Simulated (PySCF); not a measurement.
This PySCF input asks for the NMR shieldings of `[C@H]1([SiH2]CCF)C(C(=O)O)=C1`, C6H9FO2Si; the geometry comes from GFN2-xTB.

```python
import basis_set_exchange as bse
import numpy as np
from pyscf import gto, dft
from pyscf.prop import nmr

atoms = """
O     3.625880   -0.394982    0.528220
C     2.422958   -0.467531    0.592456
O     1.750896   -1.611987    0.352467
C     1.542243    0.623701    0.918956
C     1.359154    1.866264    1.276487
C     0.099377    1.082686    1.048021
Si   -0.975668    1.331620   -0.491767
C    -1.293143   -0.381223   -1.279192
C    -1.680209   -1.419826   -0.243040
F    -2.710743   -0.953269    0.545922
H     2.378394   -2.321074    0.144185
H     1.760457    2.806901    1.565131
H    -0.429650    0.761658    1.944698
H    -0.252432    2.158299   -1.464899
H    -2.235022    1.959981   -0.091777
H    -0.403085   -0.744043   -1.791613
H    -2.084270   -0.302350   -2.024766
H    -0.845809   -1.634929    0.430404
H    -2.039131   -2.350644   -0.696403
"""
names = dict.fromkeys(["O", "C", "Si", "F", "H"], "pcSseg-1")
basis = {el: gto.basis.parse(bse.get_basis(n, elements=[el], fmt="nwchem")) for el, n in names.items()}
mol = gto.M(atom=atoms, basis=basis, charge=0, verbose=0)
mf = dft.RKS(mol, xc="PBE0")
mf.grids.level = 2
mf.grids.alignment = dft.numint.BLKSIZE   # the property module wants whole blocks of grid points
mf.conv_tol = 1e-9
mf.kernel()

calc = nmr.RKS(mf)   # GIAO
C = mf.mo_coeff
Co = C[:, mf.mo_occ > 0]
resp = mf.gen_response(singlet=True, hermi=2)
def vind(x):   # induced exchange potential for any number of trial vectors
    d = np.einsum("pi,xij,qj->xpq", C, 2 * x.reshape(-1, C.shape[1], Co.shape[1]), Co, optimize=True)
    return np.einsum("xpq,pi,qj->xij", resp(d - d.transpose(0, 2, 1)), C, Co, optimize=True).ravel()
mo1, _ = nmr.rhf.solve_mo1(calc, with_cphf=vind)
sigma = calc.kernel(mo1)
for i, s in enumerate(sigma):   # ppm
    w = np.linalg.eigvalsh((s + s.T) / 2)
    print("%2d %-2s iso %8.1f  s11 %8.1f  s22 %8.1f  s33 %8.1f" % (i, mol.atom_pure_symbol(i), w.mean(), *w))
```

**Question.** What are the results?

**Answer.** 
```
 0 O  iso   -142.4  s11   -436.3  s22   -256.9  s33    266.0
 1 C  iso     22.6  s11    -68.4  s22     61.8  s33     74.3
 2 O  iso    116.7  s11    -34.5  s22    134.0  s33    250.5
 3 C  iso     68.0  s11    -72.5  s22    111.5  s33    165.0
 4 C  iso     39.7  s11   -103.3  s22     45.7  s33    176.9
 5 C  iso    176.2  s11    131.6  s22    159.0  s33    238.0
 6 Si iso    386.0  s11    343.4  s22    388.1  s33    426.3
 7 C  iso    170.9  s11    156.0  s22    171.0  s33    185.8
 8 C  iso    102.8  s11     62.1  s22     83.1  s33    163.2
 9 F  iso    412.8  s11    373.7  s22    400.1  s33    464.6
10 H  iso     25.2  s11     20.6  s22     22.3  s33     32.7
11 H  iso     23.2  s11     19.9  s22     24.5  s33     25.2
12 H  iso     30.2  s11     24.5  s22     27.4  s33     38.9
13 H  iso     28.1  s11     24.6  s22     26.5  s33     33.2
14 H  iso     27.1  s11     23.6  s22     25.6  s33     32.2
15 H  iso     30.8  s11     27.2  s22     28.6  s33     36.6
16 H  iso     30.3  s11     26.1  s22     27.8  s33     36.8
17 H  iso     26.2  s11     22.1  s22     25.7  s33     30.8
18 H  iso     26.5  s11     21.9  s22     26.6  s33     31.0
```

These numbers come from an equivalent density-fitted implementation of the same equations, which agrees with the script to about 0.01 ppm for H and up to a few tenths of a ppm for heavy atoms, so last digits may differ.

**Question.** Turn these shieldings into chemical shifts. References, each an isolated molecule treated in the same way: ¹⁷O (σ = 336.08 ppm) against H2O; TMS for ¹³C (σ = 186.93 ppm) and ²⁹Si (σ = 349.16 ppm) and ¹H (σ = 31.72 ppm); CFCl3 for ¹⁹F (σ = 170.95 ppm).

**Answer.** Averaging equivalent atoms: O 0: 478.5; O 2: 219.4; C 1: 164.4; C 4: 147.2; C 3: 118.9; C 8: 84.1; C 7: 16.0; C 5: 10.7; Si 6: -36.8; F 9: -241.9; H 11: 8.53; H 10: 6.51; H 17: 5.51; H 18: 5.22; H 14: 4.61; H 13: 3.61; H 12: 1.48; H 16: 1.45; H 15: 0.88 ppm. Unscaled 19F shifts against computed CFCl3 carry errors that often reach 10 to 50 ppm. Unscaled 17O shifts of doubly bonded oxygen tend to come out too high, by tens of ppm or more. Experimental scales use liquid or dissolved standards, which lie at an offset from isolated H2O (liquid H2O: subtract about 36 ppm).

Size and cost of the density-fitted run: 222 basis functions, 85 s wall time on 1 thread of an Arm Neoverse N1, shared host; peak memory 1.1 GiB.
